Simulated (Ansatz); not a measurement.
Computed with Ansatz on PBE0-D4/def2-TZVP structures; ΔE is electronic, products minus reactants. CBS: MP2 limit from def2 TZ/QZ plus the TZ coupled-cluster correction, frozen cores. Functionals use def2-TZVPP. Each species was taken in one conformer, which may not be the lowest.

Consider the redistribution: `O[Si]([SiH3])(Cl)Cl` + `N[SiH2][SiH](O)F` → `N[SiH2][SiH](F)[SiH3]` + `O[Si](O)(Cl)Cl`.

```json
{"level": "PBE0-D4", "ΔE (kJ/mol)": "0.0"}
{"level": "ωB97X-V", "ΔE (kJ/mol)": "2.2"}
{"level": "B2PLYP", "ΔE (kJ/mol)": "2.1"}
{"level": "r2SCAN", "ΔE (kJ/mol)": "-2.3"}
{"level": "PBE0", "ΔE (kJ/mol)": "-1.2"}
{"level": "SCS-MP2/def2-TZVPP", "ΔE (kJ/mol)": "2.8"}
{"level": "CCSD/def2-TZVPP", "ΔE (kJ/mol)": "-0.8"}
{"level": "CCSD(T)/def2-TZVPP", "ΔE (kJ/mol)": "0.6"}
```

**Question.** What does CCSD(T)/CBS give? (Estimate.)

**Answer.** The calculation gave: +1.2 kJ/mol. The listed levels differ from it by -1.2, 1.0, 0.9, -3.5, -2.4, 1.6, -2.0, -0.6 kJ/mol.

Largest T1 diagnostic among the species: 0.013.

From PBE to PBE0 (25 % exact exchange), in def2-TZVPP and without D4, ΔE moves by −3.1 kJ/mol. In def2-TZVPP, CCSD(T) changes the Hartree–Fock value by +6.1 kJ/mol (the triples alone add +1.4 kJ/mol) and MP2 by +8.8 kJ/mol.
